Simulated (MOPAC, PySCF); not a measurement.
CH3NSi, SMILES `N#C[SiH3]`, neutral singlet in the gas phase. 

Cartesian coordinates (Å):
SMILES: N#C[SiH3]
```xyz
6

N      2.4162     0.0117    -0.0231
C      1.2642     0.0061    -0.0121
Si    -0.5868    -0.0028     0.0056
H     -1.0162    -0.6628     1.2519
H     -1.0385     1.3996    -0.0414
H     -1.0390    -0.7517    -1.1809
```
Charge 0, multiplicity 1.

All levels are single points at this geometry (B3LYP-D3(BJ)/def2-TZVP); Pople sets use spherical d functions. Orbital energies aren't observables, and empty levels follow the basis.

SVWN5/6-31G* in PySCF gives gap (eV) = 7.03.

**Question.** Estimate the gap (eV) from each of these levels: B3LYP-D3(BJ)/def2-TZVP in PySCF; PBE-D3(BJ)/def2-TZVP in PySCF; B3LYP/3-21G in PySCF; B3LYP/6-311+G** in PySCF; B3LYP/6-31G* in PySCF; BP86/6-31G* in PySCF; M06-2X/6-31G* in PySCF; PBE/6-31G* in PySCF; HF/3-21G in PySCF; HF/STO-3G in PySCF; PM3 in MOPAC; PM7 in MOPAC.

**Answer.** 
| level | gap (eV) |
|---|---|
| B3LYP-D3(BJ)/def2-TZVP in PySCF | 8.78 |
| PBE-D3(BJ)/def2-TZVP in PySCF | 6.92 |
| B3LYP/3-21G in PySCF | 9.41 |
| B3LYP/6-311+G** in PySCF | 8.85 |
| B3LYP/6-31G* in PySCF | 8.98 |
| BP86/6-31G* in PySCF | 7.12 |
| M06-2X/6-31G* in PySCF | 11.80 |
| PBE/6-31G* in PySCF | 7.11 |
| HF/3-21G in PySCF | 16.58 |
| HF/STO-3G in PySCF | 20.46 |
| PM3 in MOPAC | 11.51 |
| PM7 in MOPAC | 13.12 |
